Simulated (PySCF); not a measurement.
C₃H₃N₂, SMILES C1N=C[N]C=1, multiplicity 2.

Coordinates come from a PBE-D3(BJ)/def2-SVP optimisation. The isomer is the one that the SMILES or the coordinates give; other isomers of the formula were not compared.

Computed with PySCF with SMD-ωB97X/def2-SVP.

Solvation free energies are E(SMD) − E(gas) at the gas-phase geometry, for 1 M in both phases. In vacuum the dipole moment is 1.70 D.

| solvent | ΔG(solv) (kcal/mol) | its non-electrostatic (CDS) part | dipole (D) |
|---|---|---|---|
| water | -8.3 | -0.3 | 2.36 |
| chloroform | (withheld) | (withheld) | (withheld) |
| 1-octanol | -6.7 | 0.1 | 2.26 |

Task: Fill in the missing entries. (The exact figures need the calculation; the answer reports its results.)

Result: 
- chloroform, ΔG(solv) (kcal/mol): -7.5
- chloroform, its non-electrostatic (CDS) part: -1.9
- chloroform, dipole (D): 2.15
